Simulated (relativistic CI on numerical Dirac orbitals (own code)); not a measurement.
# What each ingredient does to the levels of Sr²⁶⁺

Base calculation: Dirac-Coulomb-Breit CI, orbitals from a KLI potential per configuration, model QED, unscaled Slater integrals.

Configurations in the expansion (outside the closed core [Ne]): 3s2, 3s.3p, 3p2, 3s.3d, 3d2, 3p.3d, 3p.4s, 3d.4s, 3s.4s, 3s.4p, 3s.4d, 3s.4f, 3s.5s, 3s.5p, 3s.5d, 4s2, 3s.5f, 3s.5g, 3s.6s, 3s.6p, 3s.6d. Levels of other configurations are missing.

Variants: (1) Breit term removed; (2) one mean potential for all configurations. Shifts of the energy above 3s2 1S_0, in cm⁻¹, for the lowest level and the first level of each name with at least 55 % of one term (blank where a level changes its place among those of its configuration and J or its character, or is not in the variant):

```
      Level     Base   Δ(1)  Δ(2)
   3s2 1S_0        0      0     0
3s.3p 3P°_0   420478  -2842  +322
3s.3p 3P°_1   448219  -2280  +326
3s.3p 3P°_2   551300    -44  +321
3s.3p 1P°_1   707236   -393  +388
   3p2 3P_0  1012245  -5334  +758
   3p2 1D_2  1100767  -1966  +633
   3p2 3P_1  1107493  -3046  +700
   3p2 3P_2  1223876     -2  +605
 3s.3d 3D_1  1295824  +1384  +291
 3s.3d 3D_2  1305379  +2164  +290
 3s.3d 3D_3  1320820  +3281  +280
   3p2 1S_0  1351657   -855  +832
 3s.3d 1D_2  1462701  +1649  +458
3p.3d 3F°_2  1748037  -1136  +920
3p.3d 3F°_3  1809920   +822  +864
3p.3d 3D°_1  1855670  -1116  +783
3p.3d 3F°_4  1901975  +3224  +817
3p.3d 3D°_3  1955054  +2349  +692
3p.3d 3P°_0  1960144   +716  +850
3p.3d 3P°_1  1961125  +1292  +806
3p.3d 1F°_3  2072253  +2230  +752
```

At this charge energies of transitions that change n are usually good to better than 1 %, and those within a shell (Δn = 0) to a few per cent.

Ionisation energy from the two ground configurations alone: base 1327.89 eV; Breit term removed 1328.45 eV. The NIST ASD value (semi-empirical) is 1333.4 eV.

LS names give the leading component of a level, which can be under half, so a name can repeat, a term be missing and a line seem to break the LS rules.
